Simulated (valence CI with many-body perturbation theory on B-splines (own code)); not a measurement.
## Tm⁶²⁺: calculated level list

Level of theory: configuration interaction combined with many-body perturbation theory (CI+MBPT): five valence electrons over a frozen Dirac-Fock core [He], radial functions for each j: 9 s, 9 p, 8 d, 6 f, 3 g, 1 h, with the one-electron correlation potential Σ1, the two-electron term Σ2, the three-electron term Σ3, Breit, model QED; selected CI, second order for the rest, scaled by the run's own slope (own B-spline code, finite nucleus).

The last digits are not significant, and no measured levels were compared; by estimate large intervals hold to a few tenths of a per cent, small ones and those within an open d or f shell to about a per cent. Among the levels kept, up to 4000 cm⁻¹ of a level comes from second order outside the variational space, and about a tenth of that is noise between levels of different J, which matters for small intervals.

Levels 1 to 45 of 62, with energies above the lowest level, (2s^2 2p1/2^2 2p3/2) J=3/2. "Leading %" is the weight of the configuration and term that name the level; weights of strongly mixed levels are sums over their largest components and can fall short, so below about 35 % the name and the second component can differ from the true leading terms, or belong to a minority configuration. In the jj column 3d3/2^4 stands for four electrons in 3d with j = 3/2. Lifetimes count E1, E2, E3, M1 and M2 decay at the calculated energies, and are blank where another channel may lead or the interval is too uncertain; long ones can be off by a factor of two.

| No. | Configuration | Term | J | E (eV) | Leading % | Lifetime | Second component | Leading jj |
| --- | --- | --- | --- | --- | --- | --- | --- | --- |
| 1 | 2s²2p³ | ²P° | 3/2 | 0.0 | 48 |  | 27 % 2s²2p³ ²D° | 2s^2 2p1/2^2 2p3/2 (100 %) |
| 2 | 2s²2p³ | ⁴S° | 3/2 | 1001.7 | 55 | 105 ps | 45 % 2s²2p³ ²D° | 2s^2 2p1/2 2p3/2^2 (100 %) |
| 3 | 2s²2p³ | ²D° | 5/2 | 1024.5 | 100 | 614 ps |  | 2s^2 2p1/2 2p3/2^2 (100 %) |
| 4 | 2s²2p³ | ²P° | 1/2 | 1071.3 | 100 | 183 ps |  | 2s^2 2p1/2 2p3/2^2 (100 %) |
| 5 | 2s2p⁴ | ⁴P | 5/2 | 1312.5 | 71 | 654 fs | 29 % 2s2p⁴ ²D | 2s 2p1/2^2 2p3/2^2 (100 %) |
| 6 | 2s2p⁴ | ²S | 1/2 | 1408.8 | 64 | 174 fs | 26 % 2s2p⁴ ⁴P | 2s 2p1/2^2 2p3/2^2 (100 %) |
| 7 | 2s2p⁴ | ²P | 3/2 | 1410.2 | 51 | 95.1 fs | 35 % 2s2p⁴ ²D | 2s 2p1/2^2 2p3/2^2 (100 %) |
| 8 | 2s²2p³ | ²P° | 3/2 | 2075.1 | 51 | 29.8 ps | 28 % 2s²2p³ ²D° | 2s^2 2p3/2^3 (99 %) |
| 9 | 2s2p⁴ | ⁴P | 3/2 | 2339.5 | 84 | 197 fs | 11 % 2s2p⁴ ²D | 2s 2p1/2 2p3/2^3 (100 %) |
| 10 | 2s2p⁴ | ²D | 5/2 | 2379.1 | 71 | 196 fs | 29 % 2s2p⁴ ⁴P | 2s 2p1/2 2p3/2^3 (100 %) |
| 11 | 2s2p⁴ | ²P | 1/2 | 2436.4 | 64 | 77.2 fs | 35 % 2s2p⁴ ⁴P | 2s 2p1/2 2p3/2^3 (99 %) |
| 12 | 2s2p⁴ | ²D | 3/2 | 2445.5 | 54 | 77.8 fs | 45 % 2s2p⁴ ²P | 2s 2p1/2 2p3/2^3 (100 %) |
| 13 | 2p⁵ | ²P° | 3/2 | 2788.4 | 99 | 65.5 fs |  | 2p1/2^2 2p3/2^3 (99 %) |
| 14 | 2s2p⁴ | ⁴P | 1/2 | 3455.7 | 38 | 91.0 fs | 35 % 2s2p⁴ ²S | 2s 2p3/2^4 (100 %) |
| 15 | 2p⁵ | ²P° | 1/2 | 3817.8 | 100 | 48.6 fs |  | 2p1/2 2p3/2^4 (100 %) |
| 16 | 2s²2p²3s | ⁴P | 1/2 | 7638.8 | 46 | 6.36 fs | 31 % 2s²2p²3s ²S | 2s^2 2p1/2^2 3s (100 %) |
| 17 | 2s²2p²3p | ²P° | 1/2 | 7733.1 | 46 | 514 fs | 38 % 2s²2p²3p ⁴D° | 2s^2 2p1/2^2 3p1/2 (100 %) |
| 18 | 2s²2p²3p | ²P° | 3/2 | 8044.0 | 34 | 515 fs | 20 % 2s²2p²3p ⁴D° | 2s^2 2p1/2^2 3p3/2 (100 %) |
| 19 | 2s²2p²3d | ²D | 3/2 | 8127.7 | 42 | 5.17 fs | 32 % 2s²2p²3d ⁴F | 2s^2 2p1/2^2 3d3/2 (100 %) |
| 20 | 2s²2p²3d | ²D | 5/2 | 8217.7 | 36 | 936 as | 18 % 2s²2p²3d ⁴D | 2s^2 2p1/2^2 3d5/2 (100 %) |
| 21 | 2s²2p²3s | ⁴P | 3/2 | 8653.4 | 88 | 9.54 fs | 10 % 2s²2p²3s ²P | 2s^2 2p1/2 2p3/2 3s (100 %) |
| 22 | 2s²2p²3s | ²P | 1/2 | 8662.9 | 67 | 4.44 fs | 33 % 2s²2p²3s ⁴P | 2s^2 2p1/2 2p3/2 3s (100 %) |
| 23 | 2s²2p²3s | ²D | 5/2 | 8672.7 | 64 | 8.71 fs | 35 % 2s²2p²3s ⁴P | 2s^2 2p1/2 2p3/2 3s (100 %) |
| 24 | 2s²2p²3s | ²D | 3/2 | 8678.9 | 64 | 4.71 fs | 35 % 2s²2p²3s ²P | 2s^2 2p1/2 2p3/2 3s (100 %) |
| 25 | 2s²2p²3p | ⁴P° | 1/2 | 8746.6 | 48 | 783 fs | 28 % 2s²2p²3p ⁴D° | 2s^2 2p1/2 2p3/2 3p1/2 (100 %) |
| 26 | 2s²2p²3p | ⁴D° | 3/2 | 8752.8 | 55 | 693 fs | 22 % 2s²2p²3p ²D° | 2s^2 2p1/2 2p3/2 3p1/2 (100 %) |
| 27 | 2s²2p²3p | ²F° | 5/2 | 8766.1 | 49 | 527 fs | 30 % 2s²2p²3p ²D° | 2s^2 2p1/2 2p3/2 3p1/2 (100 %) |
| 28 | 2s²2p²3p | ²P° | 3/2 | 8803.1 | 43 | 290 fs | 25 % 2s²2p²3p ²D° | 2s^2 2p1/2 2p3/2 3p1/2 (99 %) |
| 29 | 2s2p³3s | ⁴P° | 5/2 | 8924.0 | 47 | 12.8 fs | 27 % 2s2p³3s ⁶S° | 2s 2p1/2^2 2p3/2 3s (97 %) |
| 30 | 2s2p³3s | ²P° | 3/2 | 8951.1 | 34 | 5.36 fs | 25 % 2s2p³3s ⁴S° | 2s 2p1/2^2 2p3/2 3s (98 %) |
| 31 | 2s2p³3s | ²P° | 1/2 | 9009.8 | 38 | 5.64 fs | 28 % 2s2p³3s ⁴D° | 2s 2p1/2^2 2p3/2 3s (90 %) |
| 32 | 2s2p³3s | ²P° | 3/2 | 9020.0 | 37 | 11.6 fs | 20 % 2s2p³3s ²D° | 2s 2p1/2^2 2p3/2 3s (96 %) |
| 33 | 2s2p³3p | ⁴P | 3/2 | 9028.2 | 29 | 6.07 fs | 22 % 2s2p³3p ⁶P | 2s 2p1/2^2 2p3/2 3p1/2 (99 %) |
| 34 | 2s2p³3p | ²D | 5/2 | 9029.2 | 25 | 2.41 fs | 19 % 2s2p³3p ⁴D | 2s 2p1/2^2 2p3/2 3p1/2 (99 %) |
| 35 | 2s²2p²3p | ⁴D° | 5/2 | 9050.6 | 52 | 265 fs | 33 % 2s²2p²3p ⁴P° | 2s^2 2p1/2 2p3/2 3p3/2 (98 %) |
| 36 | 2s²2p²3p | ²P° | 1/2 | 9056.3 | 34 | 51.2 fs | 28 % 2s²2p²3p ⁴P° | 2s^2 2p1/2 2p3/2 3p3/2 (92 %) |
| 37 | 2s²2p²3p | ²D° | 3/2 | 9058.7 | 53 | 317 fs | 22 % 2s²2p²3p ⁴P° | 2s^2 2p1/2 2p3/2 3p3/2 (100 %) |
| 38 | 2s²2p²3p | ²F° | 7/2 | 9065.6 | 64 | 420 fs | 35 % 2s²2p²3p ⁴D° | 2s^2 2p1/2 2p3/2 3p3/2 (100 %) |
| 39 | 2s²2p²3p | ²P° | 3/2 | 9086.1 | 32 | 159 fs | 30 % 2s²2p²3p ⁴S° | 2s^2 2p1/2 2p3/2 3p3/2 (94 %) |
| 40 | 2s²2p²3p | ²D° | 5/2 | 9092.1 | 65 | 386 fs | 16 % 2s²2p²3p ²F° | 2s^2 2p1/2 2p3/2 3p3/2 (99 %) |
| 41 | 2s2p³3p | ²P | 1/2 | 9107.4 | 35 | 2.00 fs | 18 % 2s2p³3p ⁴P | 2s 2p1/2^2 2p3/2 3p1/2 (97 %) |
| 42 | 2s2p³3p | ²D | 3/2 | 9109.0 | 34 | 2.67 fs | 21 % 2s2p³3p ⁴F | 2s 2p1/2^2 2p3/2 3p1/2 (97 %) |
| 43 | 2s²2p²3p | ²P° | 1/2 | 9113.8 | 85 | 143 fs | 7 % 2s²2p²3p ⁴D° | 2s^2 2p1/2 2p3/2 3p3/2 (98 %) |
| 44 | 2s²2p²3d | ⁴F | 3/2 | 9144.9 | 43 | 3.19 fs | 26 % 2s²2p²3d ²P | 2s^2 2p1/2 2p3/2 3d3/2 (98 %) |
| 45 | 2s²2p²3d | ⁴F | 5/2 | 9146.3 | 53 | 7.75 fs | 38 % 2s²2p²3d ²F | 2s^2 2p1/2 2p3/2 3d3/2 (99 %) |

The ionisation energy to 2s²2p² ³P0 of the next ion comes out as 14300 eV (NIST: 14300 ± 15 eV (theoretical)). All 62 levels together are meant to be complete up to 9370.2 eV.
